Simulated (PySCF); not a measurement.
# Quadrupolar nuclei of `[SiH3]C1=CP1c1ccsc1` in NMR

Species: C6H7PSSi.
Numbering: `[SiH3:1][C:2]1=[CH:3][P:4]1[c:5]1[cH:6][cH:7][s:8][cH:9]1` (hydrogens: H10, H11, H12 on Si1; H13 on C3; H14 on C6; H15 on C7; H16 on C9)

Structure used (GFN2-xTB), in Å, numbered top down from 1:
```xyz
16
C6H7PSSi angstrom
Si     2.827    0.443   -0.575
C      1.599   -0.716    0.222
C      1.115   -1.232    1.327
P      0.158   -1.861   -0.098
C     -1.207   -0.638   -0.144
C     -1.160    0.718    0.286
C     -2.334    1.365    0.102
S     -3.536    0.353   -0.600
C     -2.432   -0.964   -0.646
H      3.359    1.310    0.480
H      3.882   -0.372   -1.175
H      2.117    1.230   -1.582
H      1.216   -1.277    2.389
H     -0.282    1.176    0.709
H     -2.578    2.383    0.335
H     -2.751   -1.908   -1.042
```

Computed at PBE0/pcSseg-1 (PySCF, non-relativistic):

```
atom            environment  nucleus  spin I    Q (b)  CQ = χzz (MHz)      η
  S8  thiophene-type sulfur      33S     3/2  -0.0678         -28.755  0.516
```

At 14.1 T, set νQ = 3|CQ|/[2I(2I − 1)] beside the Larmor frequency (|g| × 7.62259 MHz/T × B; g(33S) = 0.42921), and give PQ = |CQ|√(1 + η²/3).

```
atom  PQ (MHz)  νQ (MHz)  ν0 (MHz)  νQ/ν0
  S8     30.00     14.38     46.13  0.312
```

For S8: PQ = 28.76 × 1.0434, νQ = 28.76 × 0.5000, ν0 = 3.2717 MHz/T × 14.1 T.

For S8 νQ isn't small against ν0, so the high-field expansions of solid-state NMR fail there at this field.

Take a correlation time of 4 ps, isotropic tumbling and extreme narrowing. What quadrupolar relaxation rates and linewidths follow?

Rate = (3π²/10) PQ² τc (2I + 3)/[I²(2I − 1)], the same for T1 and T2; width = rate/π.

```
     site  spin factor (2I + 3)/[I²(2I − 1)]  1/T1 (s⁻¹)  T1 (ms)  linewidth (Hz)
33S at S8                              1.333       14200   0.0704            4520
```

Geometry: GFN2-xTB, one conformer, isolated molecule. GFN2-xTB bond lengths can be off by several hundredths of an ångström, more for odd bonds, and the gradients follow them. The small basis limits the accuracy of the gradients.
